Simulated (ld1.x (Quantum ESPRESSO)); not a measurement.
## Pt: PAW pseudisation with LDA (PZ), scalar-relativistic reference atom.

platinum, PAW, made with ld1.x (Quantum ESPRESSO) 7.5 (LDA (PZ), scalar-relativistic). Core [Kr] 4d10 4f14 5s2, reference 5p6 5d9 6s1 6p0. Waves: 6s (bound): rcut 1.60, rcutus 2.00 bohr; 6s channel at 0.9 Ry: rcut 1.60, rcutus 2.00 bohr; 5p (bound): rcut 1.45, rcutus 1.60 bohr; 6p (bound, empty): rcut 1.45, rcutus 1.60 bohr; 5d (bound): rcut 1.50, rcutus 1.90 bohr; 5d channel at 1.55 Ry: rcut 1.50, rcutus 1.90 bohr. Local part: all-electron potential smoothed inside 1.65 bohr (lloc = -1). Core correction: Bessel-smoothed model core inside 1.05 bohr. Augmentation charge: BG, radius 1.05 bohr.

All-electron outer shells of the reference configuration (LDA (PZ), scalar-relativistic, ld1.x):

```csv
shell,level (eV),outermost node (bohr),outermost maximum (bohr)
5s,-102.20,0.49,0.87
4f,-70.51,–,0.38
5p,-56.29,0.53,0.98
5d,-6.38,0.57,1.26
6s,-5.97,1.14,2.38
6p,-0.96,1.36,3.55
```

Does this generation succeed?

No. ld1.x (Quantum ESPRESSO) 7.5 stopped with "new_paw_hamiltonian: negative rho": the spherical valence density built from the smooth waves and the augmentation charge turned negative at some radius.
